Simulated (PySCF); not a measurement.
# Ionising GeTe

PBE; basis Ge def2-TZVPPD, Te def2-TZVPPD with ECP28; scalar-relativistic core potentials; PySCF 2.14. Neutral (UKS): singlet (closed shell), Re = 2.367 Å, ωe = 315 cm⁻¹, De = 4.74 eV, HOMO -6.17 eV, LUMO -3.33 eV.

GeTe⁺ (UKS): doublet (π ↑), Re = 2.517 Å, ωe = 256 cm⁻¹, De = 3.70 eV to Ge⁺ + Te. The energies at the minima are -2344.74953 hartree for GeTe and -2344.42121 for GeTe⁺.

**Question.** Work out the adiabatic ionisation energy, without and with harmonic zero-point energies (1 hartree = 27.2114 eV, 1 eV = 8065.5 cm⁻¹), and the change of the bond length.

**Answer.** At PBE: 0.32832 hartree = 8.934 eV between the minima; the zero-point term (256.0 − 315.0)/2 cm⁻¹ = -0.004 eV makes it 8.930 eV. Re changes by +15.0 pm against the neutral. Minus the HOMO energy is 6.17 eV, -2.76 eV from the value between the minima; self-interaction puts the Kohn–Sham level too high, less so with exact exchange. The electron leaves a π orbital, and the longer bond of the ion fits a bonding orbital, or a change in how ionic the bond is.

GeTe⁻ (UKS): doublet (π ↑), Re = 2.490 Å, ωe = 253 cm⁻¹, De = 3.57 eV to Ge + Te⁻. The energies at the minima are -2344.74953 hartree for GeTe and -2344.78235 for GeTe⁻.

**Question.** Work out the adiabatic electron affinity, without and with harmonic zero-point energies (1 hartree = 27.2114 eV, 1 eV = 8065.5 cm⁻¹), and the change of the bond length.

**Answer.** At PBE: 0.03282 hartree = 0.893 eV between the minima; the zero-point term (315.0 − 253.0)/2 cm⁻¹ = +0.004 eV makes it 0.897 eV. Re changes by +12.3 pm against the neutral. The electron enters a π orbital, and the longer bond of the ion fits an antibonding orbital, or a change in how ionic the bond is.

These are scalar-relativistic numbers at best; spin–orbit coupling would shift them, the dissociation energy most. For an ion De counts to the pair picked by the measured ionisation energies or electron affinities, which need not be the lowest pair at this level. The highest Kohn–Sham level is positive in this anion. Much of that is self-interaction error, but it also means that the finite basis helps to hold the extra electron. States were picked by a PBE0 search and need not be the measured ground states.
